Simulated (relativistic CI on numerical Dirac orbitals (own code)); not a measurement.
Pt³⁺ (5d7) in a crystal field

Calculated by Dirac-Coulomb-Breit CI, separate exchange-only KLI orbitals for each configuration, QED by a radiative potential, valence Slater integrals scaled by 0.65, one configuration in a parametric crystal field (own radial code).

Field parameters in Wybourne normalisation: Oh B⁴₀ = 21Dq, B⁴₄ = √(5/14) B⁴₀. The field is a parameter set, without covalency.

S is read from ⟨S²⟩ = S(S + 1).

Powder χT (cm³ K mol⁻¹) by Van Vleck's formula, with temperature-independent terms:

```
                Field    2 K    5 K   10 K   20 K   50 K  100 K  200 K  300 K
 Oh, 10Dq = 7000 cm⁻¹   2.22   2.24   2.28   2.34   2.55   2.88   3.43   3.73
Oh, 10Dq = 12600 cm⁻¹   1.28   1.28   1.29    1.3   1.32   1.37   1.45   1.54
Oh, 10Dq = 18250 cm⁻¹  0.882  0.883  0.884  0.887  0.895  0.908  0.934   0.96
Oh, 10Dq = 23850 cm⁻¹  0.724  0.724  0.725  0.727  0.731  0.739  0.755   0.77
Oh, 10Dq = 29450 cm⁻¹  0.642  0.642  0.643  0.644  0.648  0.654  0.665  0.677
Oh, 10Dq = 35050 cm⁻¹  0.593  0.593  0.593  0.594  0.597  0.602  0.611  0.621
Oh, 10Dq = 40650 cm⁻¹  0.559  0.559   0.56   0.56  0.563  0.567  0.575  0.583
```

Question: For Oh, 10Dq = 29450 cm⁻¹: what effective moment follows at 300 K?

Answer: μ_eff = √(8χT) = 2.33 μB. The ground level has S = 0.61; the spin-only moment for S = 1/2 is 1.73 μB. The difference comes from the orbital moment, spin-orbit mixing of terms and temperature-independent paramagnetism, all larger in this ionic model than in covalent complexes.
